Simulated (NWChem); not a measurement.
Lowest excitation of H$_{2}$F$_{2}$Ge

SMILES: [F][GeH2][F]
```xyz
5

Ge     0.0000     0.0000    -0.3372
F     -1.3897     0.0000     0.7235
F      1.3897     0.0000     0.7235
H      0.0000     1.3321    -1.1175
H      0.0000    -1.3321    -1.1175
```
Charge 0, spin multiplicity 1.

All runs are NWChem calculations. Structure: optimised with PBE/def2-SVP, a minimum by its harmonic frequencies.

Basis set: def2-SVP. CR-EOMCCSD(T) is the triples correction to the same EOM-CCSD root.

```
method         lowest vertical singlet excitation energy (eV)  difference from EOM-CCSD
-------------  ----------------------------------------------  ------------------------
CIS                                                     10.03                     +0.97
TD-PBE                                                   7.71                     -1.36
EOM-CCSD                                                 9.07                      0.00
CR-EOMCCSD(T)                                            8.97                     -0.10
TD-CAM-B3LYP                                             8.49                     -0.58
TD-B3LYP                                                 8.29                     -0.78
```

The values span 2.33 eV, from TD-PBE (lowest) to CIS (highest). 

The Hamiltonian is non-relativistic. The correlated methods keep 11 core orbitals frozen. B3LYP has NWChem's definition, with VWN1-RPA local correlation. The structure started from a generated list of species. Differences from the coupled-cluster row are differences between methods, not errors against experiment.
